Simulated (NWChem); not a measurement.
# C$_{2}$H$_{6}$O$_{2}$Si, singlet; SMILES CO[Si]OC

```xyz
11

Si     0.9398    -0.0502     0.3769
O     -0.4353    -0.9384     0.0064
C     -0.4687    -2.3580    -0.0230
H      0.5050    -2.8050     0.2239
H     -1.2104    -2.7194     0.6981
H     -0.7623    -2.6943    -1.0237
O      0.3606     1.4963     0.2489
C     -0.9354     1.9908    -0.0808
H     -1.3024     2.6014     0.7514
H     -0.8553     2.6255    -0.9701
H     -1.6397     1.1770    -0.2751
```
Atoms are numbered in this order, from 1.

Level: B3LYP/6-31G* (spherical d) (NWChem), optimised geometry, unscaled harmonic frequencies. Low-valent species are run as closed-shell singlets; no triplet was tried in these runs.

Task: List the harmonic frequencies with IR intensities, and the thermochemistry.

Result: 
| frequency (cm⁻¹) | IR intensity (km/mol) |
|---|---|
| 67 | 0.0 |
| 116 | 2.2 |
| 139 | 1.8 |
| 144 | 4.7 |
| 193 | 9.1 |
| 251 | 2.6 |
| 400 | 16.2 |
| 736 | 51.0 |
| 754 | 120.2 |
| 1109 | 407.3 |
| 1123 | 124.6 |
| 1189 | 1.9 |
| 1194 | 0.5 |
| 1207 | 16.2 |
| 1220 | 41.2 |
| 1497 | 4.5 |
| 1511 | 10.6 |
| 1524 | 1.1 |
| 1529 | 3.7 |
| 1535 | 1.9 |
| 1537 | 4.5 |
| 3020 | 74.3 |
| 3050 | 64.4 |
| 3090 | 44.0 |
| 3111 | 32.5 |
| 3116 | 38.2 |
| 3140 | 21.0 |

The zero-point energy is 53.6 kcal/mol and the thermal correction to the enthalpy at 298.15 K (with zero-point energy) is 58.8 kcal/mol. The heat capacity Cv is 22.0 cal/(mol K) and the entropy at 298.15 K and 1 atm (symmetry number 1) is 84.5 cal/(mol K). The dipole moment is 1.85 D.

Rigid rotor and harmonic oscillator; modes under 100 cm⁻¹ make the entropy uncertain.
